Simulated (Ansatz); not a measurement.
What each rung costs, and what it gives

The pair of SiH₄ (SMILES [SiH4], atoms 1–5) and AsH₃ (SMILES [AsH3], atoms 6–9), both closed shells, in one local arrangement (a lower one may exist), relaxed at PBE0-D4/def2-TZVP:

```xyz
9
angstrom
Si -0.0300 0.0670 -1.7737
H -0.9264 1.1678 -1.3392
H -0.4108 -1.1858 -1.0721
H 1.3752 0.4110 -1.4406
H -0.1591 -0.1297 -3.2400
As -0.1193 -0.6942 2.2933
H 0.1849 0.2548 3.4437
H 1.1002 -0.2223 1.5146
H -1.0147 0.3315 1.6139
```

Interaction energies are counterpoise-corrected; the time is that of the whole pair.

Ansatz 0.2.0; basis: as named in each row; cores frozen in the correlated methods. Filled d shells of the heavier atoms are correlated. The def2 sets are not built for correlating such inner shells, so the correlated values are less sure here. B3LYP uses VWN-RPA correlation. Extrapolation: Hartree–Fock as exp(−7.88 √X), correlation as X^−2.97.

Times are rough, for one single point on 4 threads of a shared host (Arm Neoverse V1).

The estimate by CCSD(T) at an estimated basis limit (MP2 extrapolated from triple and quadruple zeta, plus CCSD(T) − MP2 in triple zeta) is -0.044 eV.

| method | basis | time (s) | interaction energy (eV) | method less estimate |
| --- | --- | --- | --- | --- |
| HF | STO-3G | under 1 | 0.045 | 0.089 |
| PBE-D4 | STO-3G | under 1 | -0.023 | 0.021 |
| SPW92 | def2-SVP | under 1 | -0.074 | -0.030 |
| PBE-D4 | def2-SVP | under 1 | -0.057 | -0.013 |
| B3LYP-D4 | 6-31G | under 1 | -0.034 | 0.010 |
| PBE0-D4 | def2-SVP | under 1 | -0.054 | -0.010 |
| CCSD(T) | def2-SVP | 2 | -0.001 | 0.043 |
| PBE-D4 | def2-TZVPPD | 2 | -0.057 | -0.012 |
| revPBE-D4 | def2-TZVPPD | 2 | -0.050 | -0.006 |
| BLYP-D4 | def2-TZVPPD | 2 | -0.044 | 0.000 |
| B3LYP-D4 | def2-TZVPPD | 2 | -0.048 | -0.004 |
| HSE06-D4 | def2-TZVPPD | 2 | -0.051 | -0.007 |
| PBE0-D4 | def2-TZVPPD | 3 | -0.051 | -0.007 |
| wB97M-V | def2-SVP | 3 | -0.039 | 0.006 |
| r2SCAN-D4 | def2-TZVPPD | 3 | -0.035 | 0.009 |
| B2PLYP | def2-TZVPPD | 4 | 0.003 | 0.047 |
| B97M-V | def2-TZVPPD | 6 | -0.039 | 0.005 |
| wB97X-V | def2-TZVPPD | 6 | -0.041 | 0.003 |
| wB97M-V | def2-TZVPPD | 7 | -0.040 | 0.004 |
| MP2 | def2-QZVPPD | 13 | -0.041 | 0.003 |
| CCSD(T) | def2-TZVPPD | 67 | -0.032 | 0.012 |

The T1 diagnostic stays at or below 0.012.
